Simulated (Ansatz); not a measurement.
GeMe(OMe)3 (C₄H₁₂GeO₃). The state is a triplet with charge 0. Geometry PBE-D4/def2-SVP, that of the neutral singlet; atoms count from 1.

```xyz
20

Ge    0.641   -0.066   -0.299
C     2.452   -0.713   -0.525
H     2.436   -1.765   -0.866
H     2.999   -0.635    0.433
H     2.956   -0.091   -1.290
O     0.663    1.085    1.083
C    -0.495    1.843    1.388
H    -0.367    2.289    2.397
H    -1.424    1.226    1.403
H    -0.652    2.678    0.666
O    -0.625   -1.300    0.049
C    -0.573   -2.028    1.263
H     0.286   -2.741    1.299
H    -1.505   -2.625    1.353
H    -0.500   -1.369    2.159
O     0.076    0.686   -1.816
C    -1.306    0.843   -2.101
H    -1.423    0.945   -3.201
H    -1.727    1.762   -1.630
H    -1.912   -0.026   -1.764
```

At PBE0-D4/def2-TZVP a singlet of charge 0 lies 6.59 eV below the triplet at the same geometry.

Question: Estimate the Mulliken populations from the PBE0/def2-TZVP orbitals of Ansatz.

Answer: 
```csv
atom,charge (e),spin (α − β)
Ge1,0.33,0.55
C2,-0.23,-0.12
H3,0.09,0.07
H4,0.10,0.06
H5,0.10,0.06
O6,-0.14,0.37
C7,-0.27,0.05
H8,0.13,0.04
H9,0.11,0.04
H10,0.11,0.10
O11,-0.39,0.01
C12,-0.27,0.07
H13,0.11,0.00
H14,0.12,0.00
H15,0.10,0.02
O16,-0.06,0.41
C17,-0.34,0.14
H18,0.15,0.03
H19,0.13,0.08
H20,0.15,0.03
```
Mulliken values depend strongly on the basis.

Question: Where does the spin sit?

Answer: Summed by element: Ge 0.55, C 0.13, H 0.53, O 0.79, of 2 unpaired in all. Largest on single atoms: Ge1 0.55, O16 0.41, O6 0.37.

Question: And the Mayer bond orders between heavy atoms (over 0.3)?

Answer: Ge1–C2 0.43 (1.94 Å); Ge1–O6 0.62 (1.80 Å); Ge1–O11 0.94 (1.80 Å); Ge1–O16 0.55 (1.79 Å); O6–C7 0.97 (1.42 Å); O11–C12 0.99 (1.42 Å); O16–C17 0.94 (1.42 Å).
